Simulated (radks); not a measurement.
Values are calculated unless marked as measured or tabulated.
Valence configurations of the neon ion Ne+ (all share [He]). Level of theory: scalar-relativistic Kohn-Sham, LDA (Slater exchange, Perdew-Wang correlation), spin-polarised, spherical densities, finite nucleus; open shells are filled with parallel spins first; Fermi nuclear charge, rms radius 3.0055 fm (a radial shooting solver on a logarithmic mesh with Libxc functionals). Energies are relative to 2s2 2p5; eigenvalues in eV for spin up.

valence      E (eV)  moment (Bohr magnetons)    e(2p)    e(2s)
2s2 2p5       0.000                        1  -33.339  -56.173
2s1.5 2p5.5  11.438                        1  -33.403  -56.345
2s1 2p6      22.869                        1  -33.471  -56.520

NIST lists [He] 2s2 2p5 as the ground configuration; this level of theory agrees among the configurations tried. The energies are those of spherical high-spin densities, not of single terms.
